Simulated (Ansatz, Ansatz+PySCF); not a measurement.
```yaml
atoms:
  - { symbol: C, position_ang: [0.0000, 0.0000, -1.6691] }
  - { symbol: I, position_ang: [0.0000, 0.0000, 0.3010] }
  - { symbol: H, position_ang: [0.0000, -0.9586, -1.9796] }
  - { symbol: H, position_ang: [-0.8302, 0.4793, -1.9796] }
  - { symbol: H, position_ang: [0.8302, 0.4793, -1.9796] }
```

Basis set: def2-SVP (spherical functions, with the set's core potentials past Kr). Correlated methods keep 5 orbitals frozen. Charge 0, multiplicity 1.

Computed with Ansatz (development build ahead of 0.2.0); each method stands on the lowest determinant of its kind that the runs found. Restricted open shells among the atoms or ions are ROHF, correlated in semicanonical orbitals with singles.

Problem. Give the atomization energy at this shape (free ground-state atoms in the same class of orbitals less the molecule, no zero-point energy) of singlet CH₃I by RHF-CCSD(T), RHF-MP2, RHF, UHF.

Solution.

| method | atomization energy |
| --- | --- |
| RHF-CCSD(T) | 14.46 eV |
| RHF-MP2 | 14.51 eV |
| RHF | 11.46 eV |
| UHF | 11.26 eV |

Caution: the shape is not the minimum.
